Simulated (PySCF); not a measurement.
C5H6F3N.
Numbering: `[H]/[N:4]=[C:3](\[CH:2]=[CH2:1])[CH2:5][C:6]([F:7])([F:8])[F:9]` (hydrogens: H10, H11 on C1; H12 on C2; H13 on N4; H14, H15 on C5)

The geometry is computed with GFN2-xTB (gas phase).

(1) What internal coordinates does the optimisation give?

Results:

(1) 
```
               bond  length (bohr)
              C1=C2          2.508
              C2–C3          2.778
              C3=N4          2.383
              C3–C5          2.861
              C5–C6          2.866
C6–F7, C6–F8, C6–F9          2.535
             C1–H10          2.033
             C1–H11          2.038
             C2–H12          2.043
             N4–H13          1.922
     C5–H14, C5–H15          2.063
```

Bonds in one row agree within 0.02 bohr and their mean is given. A selection of angles:
```
    angle  degrees
 C1–C2–C3    123.3
 C2–C3–N4    127.4
 C2–C3–C5    116.2
 N4–C3–C5    116.4
 C3–C5–C6    111.4
 C5–C6–F7    112.9
 C5–C6–F8    111.5
 F7–C6–F8    106.6
 F7–C6–F9    106.4
H13–N4–C3    115.2
```

Torsions: C1–C2–C3–N4 25° (synperiplanar); C2–C3–C5–C6 64° (synclinal); C3–C5–C6–F7 53° (synclinal); H13–N4–C3–C2 0° (synperiplanar). The mirror-image conformer, all signs reversed, is as good.

Of the pairs four or more bonds apart, C2···F9 is among the closest relative to their van der Waals radii: 2.90 Å, 91 % of the sum of Bondi's values. The 4 C–C bonds span 1.327 Å (C1=C2, drawn double) to 1.517 Å (C5–C6, drawn single), a spread of 0.190 Å.

Point group: C1 (no symmetry element, even within 0.4 Å). GFN2-xTB frequencies: not computed here. The numbers are those of one conformer.
